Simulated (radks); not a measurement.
Values are calculated unless marked as measured or tabulated.
I4+, configuration [Kr] 4d10 5s2 5p1. Code: a radial shooting solver on a logarithmic mesh with Libxc functionals. Model: scalar-relativistic Kohn-Sham, PBE, spin-polarised, spherical densities, finite nucleus; open shells are filled with parallel spins first (spin-orbit coupling, left out, can overturn this in heavy ions); Fermi nuclear charge, rms radius 4.75 fm. Some entries of the table are withheld. Estimate them.

orbital  occ.  eigenvalue (eV)  <1/r> (bohr^-1)
1s up       1        -33028.69            56.83
1s down     1        -33028.64            56.83
2s up       1        -5141.788            13.02
2s down     1        -5141.768            13.02
2p up       3        -4619.863            12.46
2p down     3        -4619.824            12.46
3s up       1        -1074.125            4.668
3s down     1        -1074.085            4.668
3p up       3        -904.9605            4.438
3p down     3        -904.9140            4.438
3d up       5        -651.5820            4.200
3d down     5        -651.5380            4.200
4s up       1        -225.7153            1.888
4s down     1        -225.6117            1.888
4p up       3        -172.6431            1.729
4p down     3        -172.5288            1.730
4d up       5         -95.1236            1.450
4d down     5         -94.9286            1.453
5s up       1         -58.0112           0.7318
5s down     1         -56.9111           0.7350
5p up       1         -45.2029           0.6370
5p down     0         -44.0501           0.6371
5d up       0         -28.2983           0.4834
5d down     0         -27.2862           0.4779
6s up       0         -24.8811           0.3653
4f up       0         -23.7955              (1)
4f down     0         -22.9746              (2)
6p up       0         -20.5409           0.3257

Answer. 
(1) 4f up <1/r> (bohr^-1): 0.6899
(2) 4f down <1/r> (bohr^-1): 0.7016
